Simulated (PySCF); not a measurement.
## Löwdin shares of the frontier orbitals

Species: C8H10O2.
Cartesian coordinates in Å at the PBE0-D3(BJ)/def2-SVP level; atoms count from 1:
```
atom  x, y, z in Å
C1     3.428   -0.270   -0.422
C2     2.154    0.414   -0.020
O3     2.049    1.243    0.846
O4     1.122   -0.018   -0.760
C5    -0.142    0.567   -0.475
C6    -0.824   -0.059    0.757
C7    -2.192    0.644    0.802
C8    -2.487   -0.090   -0.496
C9    -1.449   -1.135   -0.209
C10   -1.193   -0.134   -1.302
H11    4.255    0.098    0.194
H12    3.633   -0.081   -1.486
H13    3.319   -1.358   -0.302
H14   -0.049    1.665   -0.500
H15   -0.237   -0.237    1.665
H16   -2.196    1.748    0.811
H17   -2.816    0.265    1.624
H18   -3.448   -0.225   -0.995
H19   -1.480   -2.223   -0.214
H20   -1.192   -0.293   -2.381
```

Method: TDDFT PBE0/def2-SVPD, vertical, gas phase, core orbitals frozen in the response (PySCF).

Frontier orbitals with the atoms that hold most of them (Löwdin shares over 4%, at most four atoms; ? is withheld):

```
orbital  ε (eV)                             atoms
 LUMO+2    1.00  C8 15%, H18 13%, C7 13%, H17 10%
 LUMO+1    0.74     C1 19%, C2 14%, O4 8%, H13 7%
   LUMO       ?                                 ?
   HOMO   -7.44                                 ?
 HOMO-1   -7.82     O3 40%, C8 12%, O4 8%, C10 8%
 HOMO-2   -8.31    O3 28%, C8 12%, C10 11%, O4 9%
 HOMO-3   -8.64    O4 19%, C6 15%, C9 12%, O3 10%
```

Task: Give the leading atoms of the LUMO.

Result: C2 (bonded to C and 2 O) 36%; O3 (bonded to C) 30%; O4 (bonded to 2 C) 12%; C1 (bonded to C and 3 H) 9%. By element: carbon 45% or more, oxygen 42%.

Task: Give the leading atoms of the HOMO.

Result: C9 (bonded to 3 C and H) 29%; C10 (bonded to 3 C and H) 17%; C8 (bonded to 3 C and H) 13%; C5 (bonded to 2 C, O and H) 9%.

Task: What is the LUMO energy, and the HOMO–LUMO gap?

Result: ε(LUMO) = 0.27 eV; the gap is 7.71 eV (0.2834 hartree).

Task: How does S1 compare with the orbital gap of 7.71 eV?

Result: S1 is at 5.86 eV (f = 0.0015), 1.85 eV below the gap, made of HOMO-1→LUMO (70%), HOMO-2→LUMO (20%). Its leading pair isn't HOMO and LUMO; the energies of that pair differ by 8.10 eV. 

Task: One configuration dominates each of S1, S2, S5 and S6. Which, and how do the shares of the two leading atoms of either orbital change from the occupied to the empty one?

Result: 
- S1 (5.86 eV, f 0.0015), HOMO-1→LUMO (70%): O3 40% → 30%, C8 12% → at most 10%, C2 at most 8% → 36%
- S2 (6.78 eV, f 0.013), HOMO→LUMO (92%): C9 29% → at most 10%, C10 17% → at most 10%, C2 at most 9% → 36%, O3 at most 9% → 30%
- S5 (7.48 eV, f 0.022), HOMO-2→LUMO (72%): O3 28% → 30%, C8 12% → at most 10%, C2 at most 9% → 36%
- S6 (7.51 eV, f 0.023), HOMO-1→LUMO+1 (72%): O3 40% → at most 8%, C8 12% → at most 8%, C1 at most 8% → 19%, C2 at most 8% → 14%

Löwdin shares depend on the basis, the more so with diffuse functions.

One conformer stands for the species.
